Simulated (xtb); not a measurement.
C$_{2}$H$_{6}$N (SMILES C[CH-]N), charge -1, singlet, geometry from GFN2-xTB; GFN2-xTB (xtb).

xtb was given this input:
```
$ xtb mol.xyz --gfn 2 --chrg -1 --etemp 1000 --json

# file mol.xyz
9

C      1.17379428    -0.29888506    -0.03064780
C     -0.00061861     0.69049820    -0.11946954
N     -1.28175622    -0.07360499     0.01875596
H      2.13180660     0.23713849     0.01082447
H      1.16758703    -1.00712786     0.84854650
H      1.20574491    -0.94467985    -0.92468513
H      0.04801484     1.28923134     0.84658688
H     -1.25328855    -0.75326842     0.80694167
H     -1.36662521    -0.65573752    -0.81880195
```

Task: What does xtb print? Leave out banner, timings and long lists.

Result: 
```
   ID    Z sym.   atoms
    1    6 C      1, 2
    2    7 N      3
    3    1 H      4-9

           -------------------------------------------------
          |                Calculation Setup                |
           -------------------------------------------------

           -------------------------------------------------
          |                 G F N 2 - x T B                 |
           -------------------------------------------------

          ...................................................
          :                      SETUP                      :
          :.................................................:
          :  # basis functions                  18          :
          :  # atomic orbitals                  18          :
          :  # shells                           12          :
          :  # electrons                        20          :
          :  max. iterations                   250          :
          :  Hamiltonian                  GFN2-xTB          :
          :  restarted?                      false          :
          :  GBSA solvation                  false          :
          :  PC potential                    false          :
          :  electronic temp.         1000.0000000     K    :
          :  accuracy                    1.0000000          :
          :  -> integral cutoff          0.2500000E+02      :
          :  -> integral neglect         0.1000000E-07      :
          :  -> SCF convergence          0.1000000E-05 Eh   :
          :  -> wf. convergence          0.1000000E-03 e    :
          :  Broyden damping             0.4000000          :
          :  net charge                         -1          :
          :  unpaired electrons                  0          :
          ...................................................

 iter      E             dE          RMSdq      gap      omega  full diag
   1    -10.3631752 -0.103632E+02  0.431E+00    9.26       0.0  T
   2    -10.4280846 -0.649094E-01  0.237E+00    8.27       1.0  T
   3    -10.4302885 -0.220394E-02  0.128E+00    8.43       1.0  T
   4    -10.4304757 -0.187135E-03  0.244E-01    8.39       1.0  T
   5    -10.4305109 -0.352782E-04  0.707E-02    8.39       1.0  T
   6    -10.4305122 -0.123750E-05  0.236E-02    8.40       1.4  T
   7    -10.4305124 -0.207243E-06  0.646E-03    8.40       5.2  T
   8    -10.4305124 -0.125596E-07  0.146E-03    8.40      22.9  T
   9    -10.4305124 -0.781284E-08  0.451E-04    8.40      73.8  T
[...]
         :: total energy             -10.323206091904 Eh    ::
[...]
     2   6 C        2.793    -0.256    34.953     9.685
     3   7 N        2.623    -0.381    29.841     8.113
     4   1 H        0.923    -0.071     4.655     3.374
     5   1 H        0.918    -0.102     5.631     3.711
     6   1 H        0.923    -0.074     4.723     3.399
     7   1 H        0.916    -0.165     8.532     4.569
     8   1 H        0.858     0.028     2.639     2.545
     9   1 H        0.859     0.051     2.320     2.386

 Mol. C6AA /au·bohr⁶  :        824.063010
 Mol. C8AA /au·bohr⁸  :      15981.483951
 Mol. α(0) /au        :         44.348704

Wiberg/Mayer (AO) data.
largest (>0.10) Wiberg bond orders for each atom

 ---------------------------------------------------------------------------
     #   Z sym  total        # sym  WBO       # sym  WBO       # sym  WBO
 ---------------------------------------------------------------------------
     1   6 C    3.923 --     2 C    0.986     4 H    0.984     6 H    0.982
                             5 H    0.953
     2   6 C    2.943 --     1 C    0.986     3 N    0.952     7 H    0.951
     3   7 N    2.938 --     9 H    0.987     8 H    0.970     2 C    0.952
     4   1 H    0.995 --     1 C    0.984
     5   1 H    0.990 --     1 C    0.953
     6   1 H    0.995 --     1 C    0.982
     7   1 H    0.973 --     2 C    0.951
     8   1 H    0.999 --     3 N    0.970
     9   1 H    0.997 --     3 N    0.987
 ---------------------------------------------------------------------------

Topologies differ in total number of bonds
Writing topology from bond orders to xtbtopo.mol

molecular dipole:
                 x           y           z       tot (Debye)
 q only:       -0.037      -0.477      -0.292
   full:        0.328      -1.312       0.188       3.470
molecular quadrupole (traceless):
                xx          xy          yy          xz          yz          zz
 q only:       -2.592       1.093       0.410       0.067      -0.675       2.182
  q+dip:       -2.999       1.781      -0.084       0.293       0.710       3.083
   full:       -2.816       2.122      -0.034       0.304       0.940       2.849

           -------------------------------------------------
          | TOTAL ENERGY              -10.323206091904 Eh   |
          | GRADIENT NORM               0.000069890063 Eh/α |
          | HOMO-LUMO GAP               8.400211527248 eV   |
           -------------------------------------------------

normal termination of xtb
```
